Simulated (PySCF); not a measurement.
Species: `N#C[C@@H]1CC=CC(=O)C1`. The columns A, B, C and D hold Mulliken, IAO, Hirshfeld and ESP-fitted charges (e) of one PBE0/pcSseg-1 density (PySCF), in a shuffled order. Coordinates in Å (GFN2-xTB); the density's dipole moment is (1.25, -3.62, 0.68) D.

| atom | x | y | z | A | B | C | D |
| --- | --- | --- | --- | --- | --- | --- | --- |
| N1 | -3.364 | 0.938 | -0.039 | -0.242 | -0.425 | -0.224 | -0.235 |
| C2 | -2.288 | 0.600 | -0.228 | +0.136 | +0.213 | +0.088 | +0.160 |
| C3 | -0.925 | 0.171 | -0.438 | -0.142 | +0.282 | +0.002 | -0.383 |
| C4 | -0.628 | -1.091 | 0.383 | -0.263 | -0.306 | -0.057 | -0.088 |
| C5 | 0.824 | -1.427 | 0.326 | -0.101 | +0.020 | -0.004 | -0.115 |
| C6 | 1.771 | -0.543 | 0.016 | -0.219 | -0.502 | -0.062 | -0.130 |
| C7 | 1.485 | 0.872 | -0.263 | +0.370 | +0.742 | +0.154 | +0.235 |
| O8 | 2.338 | 1.657 | -0.606 | -0.405 | -0.515 | -0.234 | -0.348 |
| C9 | 0.043 | 1.292 | -0.044 | -0.310 | -0.447 | -0.070 | -0.143 |
| H10 | -0.800 | -0.054 | -1.505 | +0.175 | +0.048 | +0.061 | +0.173 |
| H11 | -1.223 | -1.932 | 0.018 | +0.162 | +0.118 | +0.058 | +0.160 |
| H12 | -0.912 | -0.926 | 1.429 | +0.165 | +0.144 | +0.057 | +0.162 |
| H13 | 1.087 | -2.449 | 0.561 | +0.164 | +0.135 | +0.062 | +0.115 |
| H14 | 2.812 | -0.827 | -0.035 | +0.171 | +0.204 | +0.056 | +0.114 |
| H15 | -0.073 | 1.520 | 1.021 | +0.166 | +0.157 | +0.057 | +0.162 |
| H16 | -0.155 | 2.207 | -0.606 | +0.172 | +0.133 | +0.057 | +0.161 |

**Question.** Which column most likely holds the ESP-fitted charges?

**Answer.** B. Σ q r misses the density's dipole by 0.05 D (B), 1.01 D (C), 1.04 D (A), 1.72 D (D). Charges fitted to the outside potential are the only set here that is tied to the molecule's multipoles.

**Question.** And the Hirshfeld charges?

**Answer.** C. The mean sizes are 0.081 e (C), 0.180 e (D), 0.210 e (A), 0.274 e (B), and Hirshfeld charges are commonly the smallest of these schemes.

As computed, A = IAO, B = ESP-fitted, C = Hirshfeld, D = Mulliken. Hydrogens on carbon: IAO +0.16 to +0.17, ESP-fitted +0.05 to +0.20, Hirshfeld +0.06 to +0.06, Mulliken +0.11 to +0.17 e.

The Hirshfeld scheme divides the density at each point in proportion to the densities of the neutral, spherically averaged free atoms. The ESP scheme fits charges at the nuclei, held to the total charge, to the electrostatic potential on points at 1.4 to 2.0 times the van der Waals radii.

One conformer (not necessarily the lowest) at the GFN2-xTB geometry, without solvent, vibrations or thermal averaging.
